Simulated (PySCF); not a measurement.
silole (C₄H₆Si), singlet, geometry from GFN2-xTB; DF-B3LYP/cc-pVDZ run with PySCF.

The PySCF input:
```python
from pyscf import gto, scf, dft

mol = gto.M(
    atom='''
C    -1.206386    0.785748   -0.411091
C     0.027106    1.290884   -0.293763
Si    1.213557   -0.072862    0.247381
C    -0.238140   -1.278214    0.250744
C    -1.352771   -0.632096   -0.110587
H    -2.074203    1.359000   -0.708668
H     0.246039    2.326892   -0.492070
H     1.789556    0.148960    1.574571
H     2.232005   -0.390415   -0.754786
H    -0.234511   -2.327584    0.494420
H    -2.327536   -1.094718   -0.188616
''',
    basis='cc-pvdz',
    charge=0,
    spin=0,
    verbose=4,
)

mf = dft.RKS(mol)
mf.xc = 'b3lyp'
mf = mf.density_fit(auxbasis='def2-universal-jkfit')
mf.kernel()
```

The log (banner, timings and long lists left out):

```
PySCF version 2.14.0

[INPUT] verbose = 4
[INPUT] num. atoms = 11
[INPUT] num. electrons = 44
[INPUT] charge = 0
[INPUT] spin (= nelec alpha-beta = 2S) = 0
[INPUT] symmetry False subgroup None
[INPUT] Mole.unit = angstrom
[INPUT] Symbol           X                Y                Z      unit          X                Y                Z       unit  Magmom
[INPUT]  1 C     -1.206386000000   0.785748000000  -0.411091000000 AA   -2.279739140510   1.484848522925  -0.776849402274 Bohr   0.0
[INPUT]  2 C      0.027106000000   1.290884000000  -0.293763000000 AA    0.051222916332   2.439417218583  -0.555131615531 Bohr   0.0
[INPUT]  3 Si     1.213557000000  -0.072862000000   0.247381000000 AA    2.293290366549  -0.137689224888   0.467482338421 Bohr   0.0
[INPUT]  4 C     -0.238140000000  -1.278214000000   0.250744000000 AA   -0.450019379304  -2.415474388585   0.473837487378 Bohr   0.0
[INPUT]  5 C     -1.352771000000  -0.632096000000  -0.110587000000 AA   -2.556366699254  -1.194488324433  -0.208979142937 Bohr   0.0
[INPUT]  6 H     -2.074203000000   1.359000000000  -0.708668000000 AA   -3.919675596751   2.568137803284  -1.339188433243 Bohr   0.0
[INPUT]  7 H      0.246039000000   2.326892000000  -0.492070000000 AA    0.464946325962   4.397188601441  -0.929877534115 Bohr   0.0
[INPUT]  8 H      1.789556000000   0.148960000000   1.574571000000 AA    3.381770724572   0.281493603515   2.975507953683 Bohr   0.0
[INPUT]  9 H      2.232005000000  -0.390415000000  -0.754786000000 AA    4.217878158660  -0.737777424922  -1.426338822656 Bohr   0.0
[INPUT] 10 H     -0.234511000000  -2.327584000000   0.494420000000 AA   -0.443161563198  -4.398496291920   0.934318390507 Bohr   0.0
[INPUT] 11 H     -2.327536000000  -1.094718000000  -0.188616000000 AA   -4.398405585066  -2.068717203632  -0.356432582711 Bohr   0.0

nuclear repulsion = 201.467676982773
number of shells = 43
number of NR pGTOs = 187
number of NR cGTOs = 104
basis = cc-pvdz
ecp = {}

******** <class 'pyscf.df.df_jk.DFRKS'> ********
method = DFRKS
initial guess = minao
damping factor = 0
level_shift factor = 0
DIIS = <class 'pyscf.scf.diis.CDIIS'>
diis_start_cycle = 1
diis_space = 8
diis_damp = 0
SCF conv_tol = 1e-09
SCF conv_tol_grad = None
SCF max_cycles = 50
direct_scf = False
XC library pyscf.dft.libxc version 7.1.2
    S. Lehtola, C. Steigemann, M. J. T. Oliveira, and M. A. L. Marques,  SoftwareX 7, 1–5 (2018)
XC functionals = b3lyp
    P. J. Stephens, F. J. Devlin, C. F. Chabalowski, and M. J. Frisch,  J. Phys. Chem. 98, 11623 (1994)
radial grids:
    Treutler-Ahlrichs [JCP 102, 346 (1995); DOI:10.1063/1.469408] (M4) radial grids

becke partition: Becke, JCP 88, 2547 (1988); DOI:10.1063/1.454033
pruning grids: <function nwchem_prune>
grids dens level: 3
symmetrized grids: False
atomic radii adjust function: <function treutler_atomic_radii_adjust>
small_rho_cutoff = 0
Set gradient conv threshold to 3.16228e-05
Initial guess from minao.
tot grids = 134504
******** <class 'pyscf.df.df.DF'> ********
auxbasis = def2-universal-jkfit
init E= -446.077113551373
  HOMO = -0.285030556917802  LUMO = -0.138440320970016  gap/eV = 3.98892
cycle= 1 E= -445.453995205932  delta_E= 0.623  |g|= 0.414  |ddm|=  3.2
  HOMO = -0.154685789915365  LUMO = 0.00221592396201187  gap/eV = 4.26951
cycle= 2 E= -445.425362017547  delta_E= 0.0286  |g|= 0.52  |ddm|= 0.916
  HOMO = -0.232710488144023  LUMO = -0.0539156403215868  gap/eV = 4.86526
cycle= 3 E= -445.503074237703  delta_E= -0.0777  |g|= 0.0389  |ddm|= 0.535
  HOMO = -0.231973995046245  LUMO = -0.0536779591179433  gap/eV = 4.85168
cycle= 4 E= -445.503147379012  delta_E= -7.31e-05  |g|= 0.036  |ddm|= 0.0599
  HOMO = -0.231068777977208  LUMO = -0.0526592418645548  gap/eV = 4.85477
cycle= 5 E= -445.503496660785  delta_E= -0.000349  |g|= 0.00627  |ddm|= 0.0369
  HOMO = -0.23134032201748  LUMO = -0.0529633054774217  gap/eV = 4.85389
cycle= 6 E= -445.503508190072  delta_E= -1.15e-05  |g|= 0.000703  |ddm|= 0.00654
  HOMO = -0.231314624664976  LUMO = -0.0528994724807559  gap/eV = 4.85492
cycle= 7 E= -445.503508371485  delta_E= -1.81e-07  |g|= 0.00012  |ddm|= 0.00108
  HOMO = -0.231311002921199  LUMO = -0.0528958863900888  gap/eV = 4.85492
cycle= 8 E= -445.503508377022  delta_E= -5.54e-09  |g|= 1.15e-05  |ddm|= 0.000193
  HOMO = -0.231310108450057  LUMO = -0.0528952769903617  gap/eV = 4.85491
cycle= 9 E= -445.503508377085  delta_E= -6.3e-11  |g|= 1.74e-06  |ddm|= 2.19e-05
  HOMO = -0.231310194061483  LUMO = -0.0528951957037744  gap/eV = 4.85492
Extra cycle  E= -445.503508377084  delta_E= 9.09e-13  |g|= 2.26e-06  |ddm|= 4.9e-06
converged SCF energy = -445.503508377084
```
